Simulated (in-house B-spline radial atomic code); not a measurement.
RPA and G0W0 for O VII (O6+), 1s2, as one setting changes: the share of exact exchange in the PBE hybrid start. A dash marks a level of low quasi-particle weight. Computed with an all-electron radial atomic-structure program (B-spline basis): all electrons, non-relativistic, point nucleus, each spin shell either full or empty, empty states to l = 9 with an (l + 1/2)⁻⁴ tail; G0W0 by contour deformation at full frequency.

Relativity, left out, deepens the 1s level by about Z⁴α²/8 hartree.

| share of exact exchange in the PBE hybrid start | mean-field level (eV) | G0W0 level (eV) | RPA correlation (Eh) |
| --- | --- | --- | --- |
| 0 | -691.74 | 1s -738.68 | -0.090931 |
| 0.1 | ? | ? | ? |
| 0.2 | ? | ? | ? |
| 0.3 | -706.25 | 1s -738.76 | -0.089233 |
| 0.4 | -711.09 | 1s -738.78 | -0.088684 |
| 0.5 | -715.93 | 1s -738.80 | -0.088144 |
| 0.6 | -720.78 | 1s -738.82 | -0.087611 |
| 0.7 | -725.63 | 1s -738.84 | -0.087087 |
| 0.8 | -730.49 | 1s -738.86 | -0.08657 |
| 0.9 | -735.34 | 1s -738.87 | -0.086061 |
| 1 | -740.21 | 1s -738.88 | -0.085559 |

(1) What belongs in the row for 0.1?

(2) What belongs in the row for 0.2?

(3) At what share of exact exchange does G0W0 leave the highest level unchanged?

Answers

(1) mean-field level (eV): -696.57; G0W0 level (eV): 1s -738.71; RPA correlation (Eh): -0.090356.

(2) mean-field level (eV): -701.41; G0W0 level (eV): 1s -738.74; RPA correlation (Eh): -0.08979.

(3) Near 0.97, where the shift changes sign (-3.524 eV at 0.9, +1.324 eV at 1).
